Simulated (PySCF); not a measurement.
How many f electrons in LaSi?

Unrestricted PBE0; La def2-TZVPP with ECP46, Si def2-TZVPP; scalar-relativistic core potentials (PySCF 2.14). The search starts from ions with several 4f fillings and holds each by maximum overlap.

The lowest solution has 2Ms+1 = 4, about 0.0 4f electrons, near 2.61 Å.

Solutions at the starting distance of 2.710 Å, counted from the lowest; the search is not exhaustive:

| 2Ms+1 | 4f population | E (eV) | ⟨S²⟩ | ⟨Lz²⟩ | μ (D) |
| --- | --- | --- | --- | --- | --- |
| 4 | 0.03 | 0.00 | 3.76 | 1.5 | -5.39 |
| 4 | 0.03 | 0.05 | 3.76 | 0.0 | -5.09 |
| 4 | 0.03 | 0.35 | 3.78 | 4.0 | -6.00 |
| 4 | 0.03 | 0.47 | 3.78 | 5.0 | -7.15 |

Partly filled real f orbitals mix terms, so no term symbols are given. A positive dipole means La(−)Si(+).

Spin–orbit coupling is left out. Counting both spins, an empty level lies below a filled one in some of these solutions, because spin and occupation are held. With d or f electrons several states lie close, and the lowest PBE0 determinant need not be the measured ground state.
